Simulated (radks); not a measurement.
The numbers below are computed, except where a source is named.
Question: Neutral neodymium, configuration [Kr] 4d10 4f6 5s2 5p4 6s2 (not the ground configuration). Level of theory: scalar-relativistic Kohn-Sham, PBE, spin-polarised, spherical densities, finite nucleus; open shells are filled with parallel spins first (spin-orbit coupling, left out, can overturn this in heavy ions); Fermi nuclear charge, rms radius 4.9123 fm (a radial shooting solver on a logarithmic mesh with Libxc functionals). Some entries of the table are withheld. Estimate them.

orbital,occ.,eigenvalue (hartree),<r> (bohr),<r^2> (bohr^2)
1s up,1,-1594.730,0.02363,0.0007600
1s down,1,-1594.725,0.02363,0.0007600
2s up,1,-257.8001,0.1010,0.01203
2s down,1,-257.7979,0.1010,0.01203
2p up,3,-230.4622,0.08879,0.009622
2p down,3,-230.4586,0.08879,0.009622
3s up,1,-55.76623,0.2663,0.08105
3s down,1,-55.71561,0.2662,0.08095
3p up,3,-47.14193,0.2645,0.08109
3p down,3,-47.09105,0.2643,0.08097
3d up,5,-35.17246,0.2417,0.06881
3d down,5,-35.13250,0.2415,0.06866
4s up,1,-10.98964,0.6090,0.4186
4s down,1,-10.84975,0.6085,0.4179
4p up,3,-8.17489,0.6458,0.4746
4p down,3,-8.03291,0.6450,0.4732
4d up,5,-4.17760,0.7135,0.5917
4d down,5,-4.03013,0.7116,0.5884
5s up,1,-1.52640,1.485,2.479
5s down,1,-1.35797,1.503,2.548
5p up,3,(1),(2),3.422
5p down,1,(3),(4),3.666
6s up,1,-0.14653,4.253,20.49
6s down,1,-0.12374,4.571,23.65
4f up,6,(5),1.319,2.745

Answer: 
(1) 5p up eigenvalue (hartree): -0.86075
(2) 5p up <r> (bohr): 1.737
(3) 5p down eigenvalue (hartree): -0.71117
(4) 5p down <r> (bohr): 1.792
(5) 4f up eigenvalue (hartree): -0.02479
